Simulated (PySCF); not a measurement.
Correlation energy of Ni (nickel, neutral)

[Ar] 3d8 4s2, high-spin 3F determinant. Computed with PySCF 2.14 in cc-pVDZ-DK (6s5p3d1f, 43 functions), with scalar relativity by spin-free X2C-1e. Frozen: [Ar]; 10 electrons correlated.

MP2 pair energies summed by pair of shells (mhartree):

```json
{"pair": "3d-3d", "energy": "-216.85", "share (%)": "79.4"}
{"pair": "3d-4s", "energy": "-34.73", "share (%)": "12.7"}
{"pair": "4s-4s", "energy": "-21.55", "share (%)": "7.9"}
```

Total MP2 correlation energy: -273.13 mhartree.

Same-spin part -99.93 and opposite-spin part -173.20 mhartree; SCS-MP2 scales them by 1/3 and 6/5 to -241.15 mhartree.
